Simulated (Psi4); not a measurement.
C₄H₄N, charge -1, singlet, at a GFN2-xTB geometry (a gas-phase anion, which may not be bound at this level); Psi4 1.11 with REVPBE/STO-3G.

Input for Psi4:
```
memory 2 GB

molecule mol {
-1 1
H    -0.023612   -0.009033    2.110332
N    -0.011952    0.015032    1.097044
C     0.015751    1.132693    0.248428
C    -0.020979   -1.089732    0.284838
C     0.025245    0.804575   -1.087768
C     0.000645   -0.646712   -1.008644
H     0.026358    2.111625    0.733538
H    -0.042123   -2.087436    0.719863
H    -0.000935   -1.325323   -1.864168
}

set {
  basis sto-3g
  reference rks
}

energy('revpbe')
print_variables()
```

Problem. What does Psi4 print? Leave out banner, timings and long lists.

Solution. 
```
   => Loading Basis Set <=

    Name: STO-3G
    Role: ORBITAL
    Keyword: BASIS

         ---------------------------------------------------------
                                   SCF
               by Justin Turney, Rob Parrish, Andy Simmonett
                          and Daniel G. A. Smith
                              RKS Reference
         ---------------------------------------------------------

  ==> Geometry <==

    Molecular point group: c1
    Full point group: C1

    Geometry (in Angstrom), charge = -1, multiplicity = 1:

       Center              X                  Y                   Z               Mass
    ------------   -----------------  -----------------  -----------------  -----------------
         H           -0.024217015453    -0.028719157800     2.135817204533     1.007825032230
         N           -0.012557015453    -0.004654157800     1.122529204533    14.003074004430
         C            0.015145984547     1.113006842200     0.273913204533    12.000000000000
         C           -0.021584015453    -1.109418157800     0.310323204533    12.000000000000
         C            0.024639984547     0.784888842200    -1.062282795467    12.000000000000
         C            0.000039984547    -0.666398157800    -0.983158795467    12.000000000000
         H            0.025752984547     2.091938842200     0.759023204533     1.007825032230
         H           -0.042728015453    -2.107122157800     0.745348204533     1.007825032230
         H           -0.001540015453    -1.345009157800    -1.838682795467     1.007825032230

  Running in c1 symmetry.

  Rotational constants: A =      0.31797  B =      0.31184  C =      0.15744 [cm^-1]
  Rotational constants: A =   9532.57760  B =   9348.87732  C =   4719.91692 [MHz]
  Nuclear repulsion =  151.454026968712128

  Charge       = -1
  Multiplicity = 1
  Electrons    = 36
  Nalpha       = 18
  Nbeta        = 18

  ==> Algorithm <==

  SCF Algorithm Type is DF.
  DIIS enabled.
  MOM disabled.
  Fractional occupation disabled.
  Guess Type is SAD.
  Energy threshold   = 1.00e-06
  Density threshold  = 1.00e-06
  Integral threshold = 1.00e-12

  ==> Primary Basis <==

  Basis Set: STO-3G
    Blend: STO-3G
    Number of shells: 19
    Number of basis functions: 29
    Number of Cartesian functions: 29
    Spherical Harmonics?: true
    Max angular momentum: 1

  ==> DFT Potential <==

   => LibXC <=

    Version 7.1.2
[...]
   @DF-RKS iter   5:  -206.69105373313707   -1.92990e-02   1.33855e-03 DIIS/ADIIS
   @DF-RKS iter   6:  -206.69209347752931   -1.03974e-03   5.64043e-04 DIIS/ADIIS
   @DF-RKS iter   7:  -206.69225491383276   -1.61436e-04   1.44279e-04 DIIS/ADIIS
   @DF-RKS iter   8:  -206.69226291919202   -8.00536e-06   8.17566e-05 DIIS
   @DF-RKS iter   9:  -206.69226683140414   -3.91221e-06   3.44951e-06 DIIS
   @DF-RKS iter  10:  -206.69226683903909   -7.63495e-09   7.74349e-07 DIIS
  Energy and wave function converged.

  ==> Post-Iterations <==

   Electrons on quadrature grid:
      Ntotal   =   35.9999864343 ; deviation = -1.357e-05

    Orbital Energies [Eh]
    ---------------------

    Doubly Occupied:

[...]
    Virtual:

[...]
    Final Occupation by Irrep:
              A
    DOCC [    18 ]
    NA   [    18 ]
    NB   [    18 ]

  @DF-RKS Final Energy:  -206.69226683903909

   => Energetics <=

    Nuclear Repulsion Energy =            151.4540269687121281
    One-Electron Energy =                -589.6723725082902092
    Two-Electron Energy =                 262.0995868137286493
    DFT Exchange-Correlation Energy =     -30.5735081131896500
    Empirical Dispersion Energy =           0.0000000000000000
    VV10 Nonlocal Energy =                  0.0000000000000000
    Total Energy =                       -206.6922668390390925

Computation Completed

Properties will be evaluated at   0.000000,   0.000000,   0.000000 [a0]

Properties computed using the SCF density matrix

 Multipole Moments:

 ------------------------------------------------------------------------------------
     Multipole            Electronic (a.u.)      Nuclear  (a.u.)        Total (a.u.)
 ------------------------------------------------------------------------------------

 L = 1.  Multiply by 2.5417464519 to convert [e a0] to [Debye]
 Dipole X            :          0.0071511           -0.0400235           -0.0328724
 Dipole Y            :          0.4791325           -1.3020487           -0.8229162
 Dipole Z            :          0.0611816            1.6855963            1.7467779
 Magnitude           :                                                    1.9311926

 ------------------------------------------------------------------------------------

  Variable Map:
  ----------------------------------------------------------------------------
[...]
  Array Variable Map:
  ----------------------------------------------------------------------------
[...]
[...]
```
